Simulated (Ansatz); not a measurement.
CH$_{6}$SSeSi, SMILES `CS[SiH2][SeH]`. Charge 0, multiplicity 1. Correlated methods include outer-core shells of Se, which these sets cover unevenly. Scalar relativity is left out up to krypton.

```
atom   x (Å)   y (Å)   z (Å)
  C1   1.346  -1.068  -0.245
  S2   0.344  -0.989   1.265
 Si3  -1.172   0.349   0.636
 Se4  -0.314   2.376   0.006
  H5   2.241  -1.639   0.001
  H6   0.807  -1.576  -1.045
  H7   1.635  -0.066  -0.564
  H8  -1.928  -0.158  -0.537
  H9  -2.054   0.494   1.817
 H10  -0.905   2.277  -1.334
```

(1) Give the diagnostics of a CCSD(T)/def2-TZVPP run (frozen core, Ansatz). (Best estimate.)

Answers

(1) Computed: T1 = 0.0100, largest single amplitude 0.013, largest double 0.025, (T) share of the correlation energy 4.0 %, 9 CCSD cycles. The RHF solution is stable towards an unrestricted one. T1 lies under the customary mark of 0.02 for closed shells.
